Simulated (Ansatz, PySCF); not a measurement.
CH6ClFSi3, SMILES F[Si@]1(Cl)C[SiH2][SiH2]1. Atoms are numbered in the order given.

```xyz
12

F      0.2905     0.7904    -1.9534
Si     0.4645     0.2474    -0.4271
Cl     2.4290     0.6036     0.1190
C     -0.0680    -1.5512    -0.3658
Si    -1.9190    -1.2285     0.0242
Si    -1.3714     0.9151     0.8761
H      0.1540    -2.1587    -1.2587
H      0.3999    -2.0406     0.5082
H     -2.5322    -2.2345     0.9422
H     -2.7201    -1.1295    -1.2325
H     -2.1612     2.1258     0.5090
H     -1.0776     0.8907     2.3424
```

Coordinates come from a r2SCAN-D4/def2-SVP optimisation. The structure was generated by enumeration; whether it is a known compound was not checked.

Two levels are set side by side: PBE-D3(BJ)/def2-SVP (Ansatz, a first-principles code) and r2SCAN-D4/def2-SVP (Ansatz). Each level has its own optimised geometry; the coordinates shown are those of the second. Frequencies come from the Hessian of PySCF at each geometry. Differences are taken from unrounded values.

| quantity | r2SCAN-D4 |
|---|---|
| mean bond length (Å) | 1.700 |
| bond F1–Si2 (Å) | 1.629 |
| bond Si2–Cl3 (Å) | 2.070 |
| bond Si2–C4 (Å) | 1.877 |
| bond Si2–Si6 (Å) | 2.348 |
| bond C4–Si5 (Å) | 1.919 |
| bond Si5–Si6 (Å) | 2.371 |
| bond C4–H7 (Å) | 1.103 |
| bond C4–H8 (Å) | 1.106 |
| bond Si5–H9 (Å) | 1.493 |
| bond Si5–H10 (Å) | 1.494 |
| bond Si6–H11 (Å) | 1.491 |
| bond Si6–H12 (Å) | 1.496 |
| highest harmonic wavenumber (cm⁻¹) | 3133 |
| mean harmonic wavenumber (cm⁻¹) | 960 |
| zero-point energy (kcal/mol) | 41.19 |

Q: What does PBE-D3(BJ) give, and how far is it from r2SCAN-D4? (Estimate from the structure and the level; the computed values follow.)

A: 
| quantity | PBE-D3(BJ) | PBE-D3(BJ) minus r2SCAN-D4 |
|---|---|---|
| mean bond length (Å) | 1.709 | 0.010 |
| bond F1–Si2 (Å) | 1.643 | 0.014 |
| bond Si2–Cl3 (Å) | 2.081 | 0.011 |
| bond Si2–C4 (Å) | 1.891 | 0.014 |
| bond Si2–Si6 (Å) | 2.358 | 0.010 |
| bond C4–Si5 (Å) | 1.928 | 0.009 |
| bond Si5–Si6 (Å) | 2.376 | 0.005 |
| bond C4–H7 (Å) | 1.109 | 0.006 |
| bond C4–H8 (Å) | 1.112 | 0.006 |
| bond Si5–H9 (Å) | 1.504 | 0.011 |
| bond Si5–H10 (Å) | 1.504 | 0.010 |
| bond Si6–H11 (Å) | 1.502 | 0.011 |
| bond Si6–H12 (Å) | 1.506 | 0.010 |
| highest harmonic wavenumber (cm⁻¹) | 3077 | -56 |
| mean harmonic wavenumber (cm⁻¹) | 935 | -26 |
| zero-point energy (kcal/mol) | 40.09 | -1.10 |
